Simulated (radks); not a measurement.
All-electron atom: Ta XXXVIII in [Kr].

All-electron calculation, scalar-relativistic Kohn-Sham, exchange-only LDA, spin-polarised, spherical densities, point nucleus. Program: a radial shooting solver on a logarithmic mesh with Libxc functionals.

Energy parts (eV):
| part | energy |
|---|---|
| total | -402234.18 |
| kinetic | 444249.89 |
| electron-nucleus | -931518.06 |
| Hartree | 91510.78 |
| exchange | -6476.78 |

Orbitals (lengths in bohr, moments of r in powers of bohr; <r^-3> diverges for s and p1/2; r(max) is where P^2 peaks):
orbital,occ.,eigenvalue (eV),<r^-3>,r(max),<r^2>
1s,2,-68915.72,-,0.01168,0.0004792
2s,2,-13170.70,-,0.06688,0.007371
2p,6,-11745.09,18750,0.05477,0.006076
3s,2,-4199.003,-,0.1878,0.04692
3p,6,-3774.091,4280,0.1853,0.04725
3d,10,-3289.791,555.7,0.1504,0.03875
4s,2,-1905.510,-,0.4041,0.1911
4p,6,-1747.913,1351,0.4157,0.2035
4d,0,-1559.534,170.1,0.4094,0.2042
5s,0,-1082.059,-,0.7275,0.5597

The highest occupied level is 4p at -1747.9 eV. For comparison, the ionisation energy in NIST's Atomic Spectra Database is 1748 eV (theoretical). In exact Kohn-Sham theory the highest level is minus the ionisation energy, but local and semilocal functionals leave it too shallow, through self-interaction and a potential that decays too fast; potentials with the right tail come closer.
